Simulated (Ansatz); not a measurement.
Ideal-gas functions of H₂I₂O₂Ti (`[OH][Ti]([OH])([I])[I]`) at 298.15 K and 1 bar, from an Ansatz frequency run at PBE0-D4/def2-TZVP.

Molar mass 335.69 g/mol, point group Cs (symmetry number 1), electronic degeneracy 1, moments of inertia 326.709, 1186.255, 1363.168 u Å². Harmonic wavenumbers (cm⁻¹, unscaled): 61, 109, 128, 133, 171, 206, 252, 257, 297, 359, 417, 793, 829, 3915, 3934.

Use S(trans) = R[1.5 ln M + 2.5 ln T − 1.1517]; rotational temperatures θ = 24.2544 K / I; S(rot) = R[ln(√π/σ · √(T³/θAθBθC)) + 1.5]; for each mode x = 1.438777 ν̃/T, S = R[x/(eˣ − 1) − ln(1 − e⁻ˣ)] and H = RT x/(eˣ − 1); 1 cm⁻¹ = 0.0119627 kJ/mol; R = 8.31446 J/(mol·K).

By hand: the entropy, in J/(mol·K).

Translation 181.4. Rotation: θ = 0.0742, 0.0204, 0.0178 K, giving 132.0. Vibration, mode by mode: 18.51, 13.75, 12.45, 12.14, 10.14, 8.70, 7.18, 7.04, 6.00, 4.71, 3.77, 0.89, 0.77, 0.00, 0.00, in all 106.1. Electronic 0.0. Sum 419.5 J/(mol·K).

By hand: H − E and G − E in kJ/mol, counted from the electronic energy.

Zero-point energy ½ × 11861 × 0.0119627 = 70.9; thermal vibration 16.3; translation, rotation and pV give 4 RT = 9.9. H − E = 97.1 kJ/mol, and G − E = 97.1 − 298.15 × 419.5/1000 = -28.0 kJ/mol.

Vibration gives 25 % of the entropy, 56.9 J/(mol·K) of it from the modes under 150 cm⁻¹: soft modes count most, and the harmonic formula is weakest for them. The sum counts one conformer and one mirror image; others add a mixing term.
